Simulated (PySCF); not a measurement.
**Working out the ionisation energy of Zn+**

Zn+ [Ar] 3d10 4s1 (2S) → Zn(2+) [Ar] 3d10 (1S). Calculation: PySCF 2.14, in ANO-RCC-VTZP (6s5p3d2f1g, 59 functions); scalar relativity by spin-free X2C-1e. Frozen: [Ne]. Energies in hartree (1 hartree = 27.21139 eV):

| part | Zn+ (lower) | Zn(2+) (upper) |
| --- | --- | --- |
| UHF | -1793.980569 | -1793.359904 |
| CCSD correlation | -0.706032 | -0.671253 |
| (T) | -0.015168 | -0.012078 |

Question: What does Hartree-Fock give?

Answer: (-1793.359904) − (-1793.980569) = 0.620665 hartree = 16.889 eV.

Question: What do CCSD and CCSD(T) give?

Answer: The CCSD correlation energies differ by 0.034779 hartree = 0.946 eV and the triples by 0.003090 hartree = 0.084 eV, so CCSD gives 17.835 eV and CCSD(T) 17.919 eV.

Measured between the centres of the two terms (NIST): 17.964 eV, so CCSD(T) (valence and next inner shell) is off by -0.045 eV.

What remains against the reference includes basis incompleteness, the frozen core and higher excitations.
